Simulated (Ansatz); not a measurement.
Isolated molecules relaxed with PBE0-D4/def2-TZVP in Ansatz; ΔE leaves out vibrations. CBS: MP2 limit from def2 TZ/QZ plus the TZ coupled-cluster correction, frozen cores. For Ge, Se outer-core shells are correlated without core-valence functions, which leaves a few kJ/mol of doubt a bond. Scalar relativity is left out up to krypton. One conformer a species, not always the lowest.

Reaction (cleavage of the Si–Ge bond): `[OH][GeH]([SiH3])[SH]` + `[NH2][AlH][SeH]` → `[SiH3][NH][AlH][SeH]` + `[OH][GeH2][SH]`

```csv
level,ΔE (eV)
CCSD(T)/def2-TZVPP,-0.40
MP2/CBS(def2),-0.42
```

Problem. What does CCSD(T)/CBS give? (An estimate is asked.)

Solution. Ansatz gave: -0.37 eV. The listed levels differ from it by -0.03, -0.05 eV.

Largest T1 diagnostic among the species: 0.012.

From PBE to PBE0 (25 % exact exchange), in def2-TZVPP and without D4, ΔE moves by −0.07 eV. In def2-TZVPP, CCSD(T) changes the Hartree–Fock value by +0.12 eV (the triples alone add +0.01 eV) and MP2 by +0.07 eV.
